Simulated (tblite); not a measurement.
Species: C3H12GeO2Si.
Numbering: `[CH3:1][CH2:2][Si@@H:3]([OH:4])[O:5][CH2:6][GeH3:7]` (hydrogens: H8, H9, H10 on C1; H11, H12 on C2; H13 on Si3; H14 on O4; H15, H16 on C6; H17, H18, H19 on Ge7)

Computed with GFN2-xTB (tblite), gas phase: L-BFGS steps from a force-field or distance-geometry start until the largest atomic force falls under 0.01 eV/Å.

Step 7: E = -663.8564 eV
```
atom  x, y, z in Å  |  force x, y, z in eV/Å
C1     -2.7479   -0.7540    0.4547    0.012   0.179   0.101
C2     -1.8128    0.3812    0.8910    0.116  -0.014  -0.087
Si3    -0.2736    0.2055   -0.1720   -0.285  -0.050  -0.229
O4     -0.7003    0.2405   -1.7527    0.022   0.069   0.062
O5      0.8232    1.3539    0.0687   -0.147  -0.106   0.198
C6      2.0913    1.1801   -0.5071   -0.271   0.398  -0.067
Ge7     2.8962   -0.4903    0.1138    0.289  -0.014   0.212
H8     -2.1939   -1.6654    0.2042   -0.134   0.218   0.288
H9     -3.4610   -0.9725    1.2458   -0.046  -0.101  -0.060
H10    -3.3105   -0.4829   -0.4392    0.035   0.106   0.078
H11    -2.2686    1.3575    0.7417   -0.194  -0.118   0.046
H12    -1.5719    0.3105    1.9513   -0.115  -0.119  -0.139
H13     0.2511   -1.1357    0.0682   -0.003  -0.189   0.064
H14    -1.6110    0.0328   -1.9358   -0.022  -0.055  -0.192
H15     1.9740    1.1965   -1.5879    0.069  -0.119  -0.315
H16     2.6500    2.0747   -0.2523    0.370   0.099   0.172
H17     2.4231   -0.7170    1.5109    0.117  -0.032   0.034
H18     4.3880   -0.4674    0.0939    0.109   0.035  -0.010
H19     2.4450   -1.6387   -0.7047    0.076  -0.187  -0.157
```

Step 8: E = -663.8910 eV
```
atom  x, y, z in Å  |  force x, y, z in eV/Å
C1     -2.7593   -0.7480    0.4576    0.063   0.221   0.133
C2     -1.8261    0.3940    0.8985    0.063  -0.086  -0.142
Si3    -0.2918    0.2085   -0.1796   -0.142  -0.220  -0.017
O4     -0.6979    0.2428   -1.7609   -0.052   0.084  -0.028
O5      0.8198    1.3426    0.0675   -0.110  -0.114   0.070
C6      2.0882    1.1902   -0.5116   -0.169   0.164  -0.036
Ge7     2.9192   -0.4846    0.1070    0.147  -0.076   0.161
H8     -2.1930   -1.6550    0.2187   -0.155   0.209   0.283
H9     -3.4719   -0.9690    1.2487   -0.054  -0.088  -0.073
H10    -3.3209   -0.4958   -0.4441    0.072   0.155   0.133
H11    -2.2886    1.3736    0.7720   -0.141  -0.217   0.002
H12    -1.5822    0.3048    1.9594   -0.094  -0.099  -0.227
H13     0.2208   -1.1501    0.0694   -0.032   0.020   0.023
H14    -1.6030    0.0288   -1.9649   -0.005  -0.053  -0.176
H15     1.9980    1.1912   -1.6003   -0.031  -0.015  -0.114
H16     2.6344    2.0867   -0.2362    0.371   0.082   0.088
H17     2.4442   -0.7177    1.5059    0.123  -0.030  -0.001
H18     4.4146   -0.4771    0.0955    0.067   0.081  -0.015
H19     2.4857   -1.6567   -0.7100    0.079  -0.017  -0.064
```

Step 9: E = -663.9112 eV
```
atom  x, y, z in Å  |  force x, y, z in eV/Å
C1     -2.7651   -0.7406    0.4615    0.020   0.156   0.116
C2     -1.8321    0.3999    0.9001   -0.006  -0.088  -0.122
Si3    -0.3035    0.2063   -0.1847   -0.012  -0.233   0.054
O4     -0.6986    0.2457   -1.7668   -0.038   0.090  -0.049
O5      0.8151    1.3342    0.0694   -0.037  -0.101  -0.044
C6      2.0833    1.2002   -0.5152   -0.019  -0.030   0.017
Ge7     2.9341   -0.4821    0.1059    0.018  -0.053   0.050
H8     -2.1956   -1.6454    0.2326   -0.119   0.135   0.236
H9     -3.4788   -0.9691    1.2489   -0.073  -0.040  -0.045
H10    -3.3249   -0.4989   -0.4440    0.073   0.178   0.130
H11    -2.3025    1.3778    0.7878   -0.099  -0.208  -0.031
H12    -1.5894    0.2993    1.9596   -0.045  -0.078  -0.204
H13     0.2046   -1.1586    0.0708   -0.042   0.098  -0.004
H14    -1.5983    0.0256   -1.9841   -0.038  -0.062  -0.174
H15     2.0104    1.1875   -1.6099   -0.098   0.072   0.070
H16     2.6341    2.0941   -0.2255    0.248   0.001   0.003
H17     2.4578   -0.7190    1.5043    0.120  -0.035   0.000
H18     4.4310   -0.4806    0.0960    0.053   0.100  -0.014
H19     2.5087   -1.6671   -0.7144    0.093   0.096   0.010
```

**Question.** Estimate the geometry and energy of step 10. (The exact step hangs on the optimiser's Hessian estimate; all steps are aligned on step 9, rigid shifts and turns removed.)

**Answer.** E = -663.9255 eV, largest force 0.259 eV/Å
```
atom  x, y, z in Å  |  force x, y, z in eV/Å
C1     -2.7686   -0.7330    0.4663   -0.059   0.039   0.069
C2     -1.8349    0.4017    0.8982   -0.053  -0.054  -0.065
Si3    -0.3109    0.2007   -0.1881    0.081  -0.141   0.043
O4     -0.7003    0.2494   -1.7707   -0.077   0.067  -0.068
O5      0.8106    1.3268    0.0708    0.038  -0.072  -0.108
C6      2.0795    1.2074   -0.5169    0.107  -0.155   0.069
Ge7     2.9438   -0.4815    0.1072   -0.055   0.006  -0.054
H8     -2.2001   -1.6364    0.2467   -0.056   0.025   0.165
H9     -3.4843   -0.9705    1.2478   -0.104   0.023   0.012
H10    -3.3251   -0.4960   -0.4406    0.046   0.182   0.082
H11    -2.3131    1.3749    0.7955   -0.071  -0.127  -0.060
H12    -1.5947    0.2940    1.9549    0.018  -0.060  -0.109
H13     0.1955   -1.1626    0.0719   -0.032   0.079  -0.014
H14    -1.5964    0.0223   -1.9991    0.000  -0.053  -0.154
H15     2.0151    1.1864   -1.6152   -0.127   0.125   0.188
H16     2.6410    2.0979   -0.2189    0.090  -0.096  -0.059
H17     2.4682   -0.7207    1.5041    0.111  -0.042   0.020
H18     4.4416   -0.4800    0.0959    0.042   0.106  -0.011
H19     2.5233   -1.6717   -0.7175    0.100   0.147   0.051
```

The energy changes by -0.0143 eV. The first-order estimate −F·Δx gives -0.0204 eV and the mean of the old and new forces, exact on a quadratic surface, -0.0142 eV. The step makes an angle of 54° with the force vector and moves no atom by more than 0.017 Å.

The cost below is that of the whole relaxation. The run took 0.99 s of wall time on one thread of an Arm Neoverse V2, shared host with 192 logical CPUs at a one-minute load of 70.
